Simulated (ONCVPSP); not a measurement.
# I (Z = 53): what ONCVPSP 4.0.1 does with a changed input

Command:

```bash
oncvpsp.x < I.dat > I.out
```

Input:

```
# ATOM AND REFERENCE CONFIGURATION
# atsym  z   nc   nv     iexc    psfile
  I 53.00    6    5  -001012      upf
#
#   n    l    f
    1    0    2.00
    2    0    2.00
    2    1    6.00
    3    0    2.00
    3    1    6.00
    3    2   10.00
    4    0    2.00
    4    1    6.00
    4    2   10.00
    5    0    1.75
    5    1    5.25
#
# PSEUDOPOTENTIAL AND OPTIMIZATION
# lmax
    2
#
#   l,   rc,      ep,       ncon, nbas, qcut
    0    1.30    0.00    5    9   10.20
    1    1.30    0.00    4    7   10.70
    2    1.35    0.00    4    8   13.00
#
# LOCAL POTENTIAL
# lloc, lpopt,  rc(5),   dvloc0
    4    5    0.80   25.00
#
# VANDERBILT-KLEINMAN-BYLANDER PROJECTORs
# l, nproj, debl
    0    2    2.40
    1    2    3.20
    2    2    2.80
#
# MODEL CORE CHARGE
# icmod, fcfact, rcfact
    0    0.00    0.00
#
# LOG DERIVATIVE ANALYSIS
# epsh1, epsh2, depsh
   -8.00    5.00    0.04
#
# OUTPUT GRID
# rlmax, drl
    6.00    0.01
#
# TEST CONFIGURATIONS
# ncnf
    4
# nvcnf
#   n    l    f
    5
    4    0    2.00
    4    1    6.00
    4    2   10.00
    5    0    2.00
    5    1    5.00
#
    5
    4    0    2.00
    4    1    6.00
    4    2   10.00
    5    0    2.00
    5    1    4.00
#
    5
    4    0    2.00
    4    1    6.00
    4    2   10.00
    5    0    2.00
    5    1    3.00
#
    5
    4    0    2.00
    4    1    6.00
    4    2   10.00
    5    0    2.00
    5    1    4.50
#
```

This is an input that runs to its end, with one change: dvloc0 set to 25.00 Ha.

How does the run end?

The program runs through. Ghost flags: none; the largest excitation error among the 4 tests with output is 7.32 meV, as for the unchanged input.

```
   3   1  6.0000  -31.73457917
   3   2 10.0000  -22.44826629
   4   0  2.0000   -6.79034066   -6.79028325    5.74D-05
   4   1  6.0000   -4.84904260   -4.84901720    2.54D-05
   4   2 10.0000   -2.01874345   -2.01851295    2.31D-04
   5   0  2.0000   -0.80673745   -0.80670714    3.03D-05
   5   1  4.5000   -0.41381587   -0.41379114    2.47D-05

    Total energies and differences
      AE_ref= -7.11051610D+03  AE_tst= -7.11044251D+03  dif=  7.36D-02
      PS_ref= -2.97580451D+02  PS_tst= -2.97506832D+02  dif=  7.36D-02
      PSP excitation error= -3.31D-05
```
